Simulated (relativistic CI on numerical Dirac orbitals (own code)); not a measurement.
# Spin-allowed bands of a d3 ion in an octahedral site, by hand

Problem. Take Δ = 25230 cm⁻¹ and B = 870 cm⁻¹ for a d3 ion in an octahedral site. Calculate the three spin-allowed bands.

Working.
1. The terms of highest spin are 4F (energy 0) and 4P (15B = 13050 cm⁻¹). Here the F term splits into A2 at −1.2Δ = -30276, T2 at −0.2Δ = -5046 and T1 at +0.6Δ = 15138 cm⁻¹.
2. The two T1 states mix through the element 0.4Δ: H = [[15138, 10092], [10092, 13050]], with roots ½(H₁₁ + H₂₂) ∓ ½√[(H₂₂ − H₁₁)² + 4H₁₂²] = ½(28188) ∓ ½(20292) = 3948 and 24240 cm⁻¹.
3. The ground term is 4A2 at -30276 cm⁻¹.
4. Bands: 4T2 25230 cm⁻¹ (396 nm), 4T1(F) 34224 cm⁻¹ (292 nm), 4T1(P) 54516 cm⁻¹ (183 nm).

Check. Exact diagonalisation of the whole d3 shell with these parameters gives 4T2 25230, 4T1 34224, 4T1 54516 cm⁻¹. The match is exact, since without spin-orbit coupling no other term has this spin. The ratio of the second band to the first, 1.356, depends on Δ/B = 29.0 alone, which is how a Tanabe-Sugano diagram is read.
